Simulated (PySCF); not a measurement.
## Br₂⁻: mean field, correlation and small terms against distance

State: doublet, unpaired electrons σ ↑. ROHF-based CCSD(T) in PySCF 2.14 with Br aug-cc-pVDZ-PP with ECP10 and Br aug-cc-pVTZ-PP with ECP10 (frozen core orbitals: 18; scalar-relativistic core potentials). Correlation energies are extrapolated as n⁻³ (n = 2, 3), Hartree–Fock as (n+1)·exp(−9√n). All energies in eV from Br + Br⁻.

```tsv
R (Å)	HF/CBS	CCSD corr.	(T)	total
2.5609	-0.296	-0.660	-0.1075	-1.064
2.6773	-0.474	-0.629	-0.1052	-1.207
2.7937	-0.552	-0.604	-0.1038	-1.260
2.9101	-0.565	-0.585	-0.1031	-1.253
3.0265	-0.533	-0.571	-0.1028	-1.207
3.1720	-0.458	-0.559	-0.1029	-1.120
3.3175	-0.361	-0.551	-0.1034	-1.016
```

A fit to the total gives Re = 2.8325 Å, De = 1.263 eV, ωe = 161.7 cm⁻¹, Be = 0.05325 cm⁻¹ (masses 78.9183 and 78.9183 u).

Q: At R = 2.7937 Å the CCSD correlation energy is -0.279567 hartree in the smaller basis and -0.372026 in the larger. Extrapolate it.

A: (3³·E3 − 2³·E2)/(3³ − 2³) = -0.41096 hartree; the larger basis holds 90.5 % of it.

The T1 diagnostic is 0.015. The state was picked by a PBE0 search and need not be the measured ground state. Spin–orbit coupling, excitations beyond (T) and corrections to the Born–Oppenheimer picture are left out.
